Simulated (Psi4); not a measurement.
NO (SMILES [N]=O), doublet, geometry from GFN2-xTB.

Input for Psi4:
```
memory 2 GB

molecule mol {
0 2
  N    -0.000000   -0.000000   -0.616237
  O     0.000000    0.000000    0.539208
}

set basis aug-cc-pvdz
set reference uhf
set puream true

energy('ccsd(t)')
print_variables()
```

Question: What does this run give for the SCF-reference <S^2>, MP2 correlation energy, number of basis functions, coupled-cluster correlation energy (without the perturbative part)?

Answer: 
```yaml
SCF-reference <S^2>: 0.804
MP2 correlation energy: -0.3359 Eh
number_of_basis_functions: 46
coupled-cluster correlation energy (without the perturbative part): -0.3463 Eh
```

These values belong to the state on which the SCF converged, which isn't shown to be the lowest.
